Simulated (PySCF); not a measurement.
C3H6FGa. Atoms are numbered in the order given.

```xyz
11

Ga     0.0788     0.2635     0.1184
F      1.1549     1.6514    -0.0936
C     -1.1013     0.3689     1.6678
H     -1.7581    -0.5087     1.7597
H     -1.7274     1.2724     1.5958
H     -0.4996     0.4568     2.5863
C      0.2574    -1.1215    -1.2280
C     -0.5120    -2.2184    -1.1763
H      0.9823    -1.0313    -2.0467
H     -0.4425    -3.0240    -1.9191
H     -1.2567    -2.3698    -0.3837
```
Charge 0, spin multiplicity 1.

Geometry optimised at ωB97X-D3(BJ)/def2-SVP. The structure was generated by enumeration; whether it is a known compound was not checked. One conformer was computed; it need not be the lowest.

Method: IEF-PCM-PBE0/def2-SVP (PySCF 2.14.0).

The values are the electrostatic part of the solvation free energy, E(continuum) − E(gas) at the gas-phase geometry, in a cavity of scaled van der Waals radii (PySCF's table); cavitation and dispersion terms are not included. A continuum can't describe solvent molecules that bind to the metal. In vacuum the orbital gap is 6.76 eV. The dipole moment in vacuum is 2.86 D.

Computed values in water (ε = 78.36), dimethylsulfoxide (ε = 46.83), chloroform (ε = 4.71):
```csv
solvent,ε,ΔG(elec) (kcal/mol),dipole (D),gap (eV)
water,78.36,-5.9,3.46,6.81
dimethylsulfoxide,46.83,-5.8,3.45,6.81
chloroform,4.71,-4.2,3.27,6.80
```
